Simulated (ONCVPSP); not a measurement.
## aluminium (Al): excitation energies, all-electron against ONCV

```json
{
 "Element": "aluminium",
 "Generator": "ONCVPSP 4.0.1",
 "Type": "optimised norm-conserving Vanderbilt (ONCV)",
 "Functional": "LDA (Perdew-Zunger)",
 "Relativity": "scalar-relativistic",
 "Frozen core": "[Ne]",
 "Valence charge": "3",
 "Reference configuration": "3s2 (charge +1)",
 "Partial waves": "3s: rc 1.80 bohr, ncon 5, nbas 8, qcut 4.7 1/bohr, 1 projector; p scattering state at 0.05 Ha: rc 1.75 bohr, ncon 4, nbas 7, qcut 4 1/bohr, 2 projectors, debl 1.7 Ha",
 "Local potential": "polynomial inside 1.60 bohr (lpopt 3, dvloc0 0 Ha)",
 "Core correction": "Teter function, fcfact 5, rcfact 1.7"
}
```

Energies are relative to the spin-unpolarised reference configuration 3s2; without spin polarisation the order of configurations can differ from experiment.

```tsv
valence configuration	charge	ΔE all-electron (eV)	error AE − PS (meV)
3s1	+2	19.377	-75
3s2 3p0.5	+0.5	-3.722	-0.2
```

What are ΔE and the potential's error for 3s1 3p2?

ΔE = -0.691 eV all-electron; the error (AE − PS) is +4.1 meV.

What are ΔE and the potential's error for 3s2 3p1?

ΔE = -5.847 eV all-electron; the error (AE − PS) is -3.2 meV.

Levels in the configuration 3s2 3p1:

```tsv
level	all-electron (eV)	pseudo (eV)
3s	-7.836	-7.816
3p	-2.789	-2.783
```
